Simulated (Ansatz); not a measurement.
Program: Ansatz. Geometries: PBE0-D4/def2-TZVP. ΔE: electronic, gas phase. CBS: MP2 limit from def2 TZ/QZ plus the TZ coupled-cluster correction, frozen cores. This one scheme is used for every species. Functionals use def2-TZVPP. B3LYP here is the variant with VWN-RPA as its local correlation; programs differ in this. Each species was taken in one conformer, which may not be the lowest.

Consider the hydrogenolysis of the Si–Si bond: `O=C1C[SiH]1[SiH2]O` + H₂ → `O=C1C[SiH2]1` + `O[SiH3]`.

`O=C1C[SiH]1[SiH2]O`:

```xyz
12

O    -1.660   -2.658   -0.806
C    -1.309   -1.640   -0.299
C    -1.889   -0.312    0.044
Si   -0.123   -0.577    0.729
Si    1.572    0.623   -0.311
O     1.719    2.081    0.450
H    -1.957    0.384   -0.793
H    -2.786   -0.315    0.661
H    -0.014   -0.899    2.173
H     1.181    0.784   -1.741
H     2.849   -0.142   -0.269
H     2.418    2.670    0.162
```

H₂:

Z-matrix (Å, degrees):
```
H
H 1 0.746
```

`O=C1C[SiH2]1`:

Cartesian coordinates in Å:
```
O 0.441 -1.039 1.974
C 0.190 -0.564 0.911
C -0.466 0.679 0.384
Si 0.368 -0.374 -0.953
H -0.105 1.636 0.760
H -1.556 0.620 0.378
H -0.528 -1.040 -1.926
H 1.655 0.081 -1.528
```

`O[SiH3]`:

```xyz
6

O    -1.047   -0.662    0.330
Si    0.224    0.216   -0.243
H    -0.983   -1.013    1.218
H     0.477    1.425    0.589
H    -0.149    0.621   -1.618
H     1.478   -0.587   -0.275
```

CCSD(T)/CBS gives -11.9 kJ/mol.

(1) Another level gave -14.7 kJ/mol. Which?
A. r2SCAN/def2-TZVPP
B. CCSD(T)/def2-TZVPP
C. HF/def2-TZVPP
D. B3LYP/def2-TZVPP

Largest T1 diagnostic among the species: 0.017.

Results:

(1) B. CCSD(T)/def2-TZVPP -14.7, r2SCAN -6.0, HF/def2-TZVPP -46.7, B3LYP -22.1 kJ/mol.

From PBE to PBE0 (25 % exact exchange), in def2-TZVPP and without D4, ΔE moves by −7.7 kJ/mol. In def2-TZVPP, CCSD(T) changes the Hartree–Fock value by +32.0 kJ/mol (the triples alone add +6.8 kJ/mol) and MP2 by +32.6 kJ/mol.
